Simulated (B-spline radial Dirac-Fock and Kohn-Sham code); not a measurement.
# Dipole and non-dipole photoemission parameters of H 1s

System: neutral hydrogen, configuration 1s1; threshold 13.61 eV (orbital energy of the model). The computed values come from a radial B-spline solver: Dirac-Hartree-Slater photoionisation with a Latter tail; cross sections with all multipoles, angular parameters from the dipole term and its interference with E2.

| hν (eV) | σ (kb) | β | γ |
| --- | --- | --- | --- |
| 59.3 | 95.1 | 2.000 | 0.161 |
| 95.7 | 22.2 | 2.000 | 0.215 |
| 100 | 19.4 | 2.000 | 0.221 |
| 114 | 12.9 | 2.000 | 0.238 |
| 129 | 8.77 | 2.000 | 0.255 |
| 200 | 2.20 | 2.000 | 0.324 |
| 300 | 0.599 | 2.000 | 0.402 |
| 367 | 0.311 | 2.000 | 0.446 |
| 390 | 0.256 | 2.000 | 0.461 |
| 415 | 0.209 | 2.000 | 0.476 |
| 510 | 0.106 | 2.000 | 0.529 |
| 551 | 0.0824 | 2.000 | 0.550 |
| 617 | 0.0567 | 2.000 | 0.583 |
| 660 | 0.0454 | 2.000 | 0.604 |
| 800 | 0.0240 | 2.000 | 0.666 |
| 932 | 0.0144 | 2.000 | 0.719 |
| 2450 | 0.000559 | 2.000 | 1.171 |
| 2500 | 0.000522 | 2.000 | 1.183 |
| 3250 | 0.000214 | 2.000 | 1.350 |
| 3290 | 0.000205 | 2.000 | 1.358 |
| 4000 | 0.000105 | 2.000 | 1.498 |
| 4980 | 4.99e-05 | 2.000 | 1.671 |
| 5020 | 4.85e-05 | 2.000 | 1.678 |
| 5740 | 3.07e-05 | 2.000 | 1.794 |
| 6000 | 2.64e-05 | 2.000 | 1.834 |
| 8047.8 | 9.63e-06 | 2.000 | 2.124 |
| 9770 | ? | ? | ? |
| 10100 | 4.41e-06 | 2.000 | 2.379 |
| 10300 | 4.12e-06 | 2.000 | 2.402 |
| 15000 | 1.13e-06 | 2.000 | 2.897 |

Question: Give the values at 9770 eV.

Answer: σ = 4.94e-06 kb, β = 2.000, γ = 2.340. For an s subshell δ is negligible.
